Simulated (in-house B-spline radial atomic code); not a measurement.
Computed with a B-spline radial atomic code. Model: two electrons, singlet ground state, non-relativistic, full CI in B-splines with partial waves to l = 8 (at full coupling up to 3e-4 hartree above the limit, correlation up to 0.6 % small), density held at that of full coupling by Lieb maximisation.

W(λ) is the mean repulsion in the state of coupling λ less the Hartree energy of the fixed density. Its start is exact exchange, its initial slope is twice the second-order Görling-Levy correlation energy, and its area from 0 to 1 is E_xc. A straight curve means weak, dynamic correlation, and a curve that drops fast and flattens means strong correlation.

Command:
```bash
python run_ac.py task.json out
```
Settings (lengths in bohr, energies in hartree):
```
potential              dot
strength               1.86
lmax                   8
second                 2
```

Run time, properties included: 6.9 s on 1 thread of Intel(R) Xeon(R) Processor @ 2.30GHz, with other jobs on the host.

**W = mean repulsion less Hartree energy, and W of three functionals.**

Given: confinement charge in harmonic well; well frequency 1.86 hartree; nuclear charge 2; external potential omega^2 r^2/2 - Z/r.

Computed: LDA exchange minus exact 221.03 millihartree; PBE exchange minus exact 49.877 millihartree.

```tsv
coupling	W xc (hartree)	W xc minus exchange (millihartree)	kinetic minus Kohn-Sham (millihartree)	LDA (PW92) W minus its exchange (millihartree)	PBE W minus its exchange (millihartree)	SCAN W minus its exchange (millihartree)
0	-1.5102	0	0	0	0	0
0.02	?	?	?	?	?	?
0.05	-1.5148	-4.552	0.1	-26.71	-5.57	-4.62
0.12	-1.5211	-10.809	0.6	-51.91	-13.35	-10.87
0.25	-1.5323	-22.088	2.7	-87.92	-27.47	-21.99
0.4	?	?	?	?	?	?
0.6	-1.5607	-50.405	14.7	-157.61	-62.79	-49.48
0.8	-1.5756	-65.361	25.1	-188.55	-81.24	-63.87
1	-1.5898	-79.511	37.9	-215.62	-98.56	-77.45
1.4	-1.6159	-105.63	69.1	-261.67	-130.19	-102.5
2	-1.6504	-140.12	127.5	-317.25	-171.47	-135.68
3	-1.6979	-187.69	245.5	-388.05	-227.92	-181.96
4.5	-1.7527	-242.44	448.7	-465	-293.02	-236.29
7	-1.8163	-306.07	809.1	-552.4	-370.37	-301.24
10	-1.8669	-356.66	1234	-622.82	-434.57	-354.19
```

What belongs in the row 0.02?

W xc (hartree): -1.5121; W xc minus exchange (millihartree): -1.829; kinetic minus Kohn-Sham (millihartree): 0; LDA (PW92) W minus its exchange (millihartree): -12.88; PBE W minus its exchange (millihartree): -2.23; SCAN W minus its exchange (millihartree): -1.87.

What belongs in the row 0.4?

W xc (hartree): -1.5448; W xc minus exchange (millihartree): -34.577; kinetic minus Kohn-Sham (millihartree): 6.8; LDA (PW92) W minus its exchange (millihartree): -121.09; PBE W minus its exchange (millihartree): -43.1; SCAN W minus its exchange (millihartree): -34.17.

What is the SCAN exchange minus exact?

6.9421 millihartree.

**Energy parts, natural occupations and partial-wave weights.**

Computed: total energy -0.7362 hartree; exchange energy -1.5102 hartree; correlation energy -0.041656 hartree; kinetic part of the DFT correlation energy 0.037855 hartree; initial slope twice GL2 -0.091688 hartree; kinetic part over minus potential part 0.4761; Hartree energy 3.0205 hartree.

```json
{"natural": "s", "occupation of the shell (electrons)": "1.993"}
{"natural": "p", "occupation of the shell (electrons)": "0.0052284"}
{"natural": "s", "occupation of the shell (electrons)": "?"}
{"natural": "d", "occupation of the shell (electrons)": "0.0002369"}
{"natural": "p", "occupation of the shell (electrons)": "0.00010601"}
{"natural": "f", "occupation of the shell (electrons)": "3.0423e-05"}
```

What belongs in the row s?

occupation of the shell (electrons): 0.0013539.

```
wave      weight
   s     0.99718
   p   0.0026713
   d  0.00012819
   f           ?
   g  4.0783e-06
```

What belongs in the row f?

weight: 1.7414e-05.

What is the Kohn-Sham kinetic?

5.4893 hartree.

What is the Lieb Oxford ratio E_xc over LDA exchange?

1.2038.

Half-way to full coupling W has made 53 % of its drop, against 50 % for a straight line, and second-order (GL2) theory, half the initial slope, overshoots the correlation energy by about 10 %: a moderate bend, as in light atoms. Over couplings 0 to 1 the errors in E_xc come to about +131 millihartree for LDA, +40 millihartree for PBE, +7.7 millihartree for SCAN, so SCAN is nearest. In LDA and PBE the errors of exchange and correlation have opposite signs, so the sum is smaller than the larger of the two.
